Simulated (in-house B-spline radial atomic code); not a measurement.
The numbers below are computed, except where a source is named.
Building a PAW s channel for Zr, r_c = 2.9 bohr

Zr, [Kr] 4d2 5s2, non-relativistic LDA (VWN5), spherical and spin-unpolarised, from an all-electron radial atomic-structure program (B-spline basis) (atomic units; all potentials screened as in the neutral atom).

Two all-electron partial waves φ1, φ2 are integrated outwards at E1 = ε(5s) = -0.162391 and E2 = E1 + 1 hartree; φ1 is the bound orbital and φ2 has unit norm inside r_c = 2.8957 bohr. Smooth partners are polynomials, r^1(a0 + a1 r² + a2 r⁴ + a3 r⁶), matched to φ and three derivatives at r_c, with no condition on the norm. The local potential is -3.2279 + (0.884352) r² + (-0.101955) r⁴ + (0.00431289) r⁶ inside 2.4557 bohr and the all-electron one outside.

```csv
wave,φ(r_c),φ'(r_c),a0,a1,a2,a3
1,0.5671971,0.08395518,0.03008359,0.0633686,-0.007244676,0.0002439326
2,0.2350164,-1.589622,0.8800635,-0.03806748,-0.0131261,0.0007517523
```

Inside r_c the overlaps are <φi φj> = [[0.26637, 0.46068], [0.46068, 1.00000]] and, for the smooth waves, [[0.26847, 0.58181], [0.58181, 1.99874]]. With χj = (Ej − T − V_local) applied to smooth wave j, the program's quadrature gives the matrix B_ij = <smooth i, χj> as [[0.12979, 0.70210], [0.58096, 3.56448]].

Check the match of the first wave, and find the augmentation charges q_ij.

At r_c the four terms are 0.08711, 1.53863, -1.47498, 0.41643, which sum to 0.5672, φ1(r_c) to rounding. q_ij is the all-electron overlap less the smooth one: [[-0.00209, -0.12113], [-0.12113, -0.99874]]. The smooth first wave has a norm of 0.2685 inside r_c against 0.2664, so q11 is negative and must stay small enough for the overlap operator to be positive.

B isn't symmetric. Show that D_ij = B_ij + Ej q_ij is.

Integrating by parts gives B12 − B21 = (E1 − E2) q12: 0.70210 − (0.58096) = 0.12113, and −1 × (-0.12113) = 0.12113. So D12 = 0.70210 + (0.837609)(-0.12113) = 0.60064 and D21 = 0.58096 + (-0.162391)(-0.12113) = 0.60064; D11 = 0.13013, D22 = 2.72793. The projectors, p = (B⁻¹)ᵀ χ, are dual to the smooth waves; det B = 0.055.

Solving (T + V_local + Σ p D p) ψ = E (1 + Σ p q p) ψ in a sphere of 9 bohr, whose wall lifts the free-atom level a little, gives these levels:

| all-electron | one projector | two projectors |
| --- | --- | --- |
| -0.160569 | -0.405254 | -7.691330 |
| 0.119543 | -0.160569 | -0.160569 |
| 0.509149 | 0.120170 | 0.119479 |
| 1.060390 | 0.508391 | 0.509040 |
| 1.762150 | 1.041580 | 1.060200 |

What does the second projector gain?

With one projector a ghost lies below the reference level, so the set fails. With two a ghost lies below the reference level, so the set fails. The lowest eigenvalue of the overlap operator is 0.9767 with one and 0.02945 with two projectors. The smooth orbital alone needs a cutoff of 2.16 hartree for 1 millihartree of kinetic energy, against 3.7 for a norm-conserving Troullier-Martins orbital of the same radius, which is no gain while the set fails.
